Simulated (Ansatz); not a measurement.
**From B(NH2)3 to BF3: predicting a member**

On one B centre, n of the NH2 ligands are replaced by F. The vertical ionisation energy y in eV at wB97X-V/def2-TZVPP. Shapes, held fixed at every level: PBE0-D4/def2-TZVP. Programs: Ansatz 0.2.0.

```
molecule  n  y (eV)
 B(NH2)3  0    9.09
B(NH2)2F  1       ?
B(NH2)F2  2   11.49
     BF3  3   15.52
```

Problem. Fit y = c + s·n to the known rows and predict B(NH2)2F.

Solution. 
1. Means of the 3 rows: n = 1.66667, y = 12.033.
2. Σ(Δn)² = 4.6667, Σ(Δn·Δy) = 9.3733, so the slope is 9.3733/4.6667 = 2.0085.
3. Intercept: 12.033 − (2.0085) × 1.66667 = 8.685. The largest residual of the fit is 1.21.
4. B(NH2)2F: 8.685 + (2.0085) × 1 = 10.69 eV.

The run gave 9.76 eV, so the prediction is off by +0.93 eV, within the scatter of the fit. The step per swap changes from +0.67 to +4.03 eV along the series, so a line misses the bend. Other levels give for B(NH2)2F: B3LYP-D4/def2-TZVPP 9.57; PBE0-D4/def2-TZVPP 9.53 eV. Cations run unrestricted.
